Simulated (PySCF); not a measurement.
From results back to the method.

Compound: CH7FP2Si.
SMILES: `FC[SiH](P)P`

The closed-shell ground state was solved 7 times with PySCF (density fitting, gas phase), always in the pcSseg-2 basis (299 functions), with these functionals: BHandHLYP, BLYP, CAM-B3LYP, HF, LC-wPBE, PBE0 and wB97X-D. Isolated species at its PBE0-D3(BJ)/def2-SVP geometry (one conformer only).

```tsv
row	total energy (Eh)	HOMO (eV)	LUMO (eV)	dipole (D)
P	-1114.4174	-9.27	1.42	1.23
Q	-1114.4280	-6.24	-0.96	1.20
R	-1114.0932	-10.04	1.77	1.26
S	-1113.9393	-7.48	-0.27	1.25
T	-1114.3909	-8.42	0.50	1.32
U	-1114.4400	-8.72	0.64	1.28
V	-1111.8836	-9.90	2.38	1.34
```

Which functional belongs to which row?

P = wB97X-D, Q = BLYP, R = LC-wPBE, S = PBE0, T = BHandHLYP, U = CAM-B3LYP, V = HF. By rising HOMO–LUMO gap: BLYP (GGA) 5.28 eV; PBE0 (global hybrid, 25 % exact exchange) 7.21 eV; BHandHLYP (global hybrid, 50 % exact exchange) 8.92 eV; CAM-B3LYP (range-separated hybrid) 9.36 eV; wB97X-D (range-separated hybrid) 10.69 eV; LC-wPBE (range-separated hybrid) 11.81 eV; HF (all exact exchange) 12.28 eV. Total energies of different functionals aren't bounds to one another; each is stationary for its own functional.

Shape of the structure used: `[F:1][CH2:2][SiH:3]([PH2:4])[PH2:5]`: F1–C2–Si3–P4 53°, H–P4–Si3–C2 54°, H–P4–Si3–C2 -39°, H–P5–Si3–C2 -80°, H–P5–Si3–C2 -174°.

wB97X-D is run here without its empirical dispersion term; that term would change no orbital, density or response property at a fixed geometry.
